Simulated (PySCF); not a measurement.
CH8OSi2, SMILES [SiH2](O[SiH3])C. Coordinates come from a PBE-D3(BJ)/def2-SVP optimisation. Other conformers were not sampled.

Computed equilibrium geometry at PBE-D3(BJ)/def2-SVP (PySCF confirms it by a frequency run) as a Z-matrix, and its point group (one conformer of several):
point group Cs.
```
O
Si 1 1.6719
Si 1 1.6809 2 141.07
H 2 1.5008 1 107.99 3 -180.00
H 2 1.5066 4 109.30 1 120.60
H 2 1.5066 4 109.30 5 118.79
H 3 1.5081 1 109.35 2 -59.23
H 3 1.5081 7 108.33 1 -119.10
C 3 1.8740 7 110.68 8 -121.52
H 9 1.1085 3 110.82 7 179.94
H 9 1.1085 10 108.27 3 -121.74
H 9 1.1095 10 108.24 11 -117.12
```
